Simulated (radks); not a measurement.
Ta+, configuration [Xe] 4f14 5d3.5 6s0.5 (fractional occupations, a model configuration). Calculated with a radial shooting solver on a logarithmic mesh with Libxc functionals: Dirac Kohn-Sham, LDA (Slater exchange, Perdew-Wang correlation), spin-unpolarised, spherical densities, finite nucleus; open shells are shared between the two j in proportion to 2j + 1; Fermi nuclear charge, rms radius 5.3507 fm.

X-ray form factor f0, the Fourier transform of the density (f0(0) = 72):

sin(theta)/lambda (1/angstrom)  f0 (electrons)
0.05                                    71.067
0.1                                     68.616
0.15                                    65.338
0.2                                     61.773
0.25                                    58.196
0.3                                     54.730
0.4                                     48.357
0.5                                     42.858
0.6                                     38.169
0.8                                     30.654
1                                       25.053
1.25                                    20.254
1.5                                     17.253
2                                       13.669
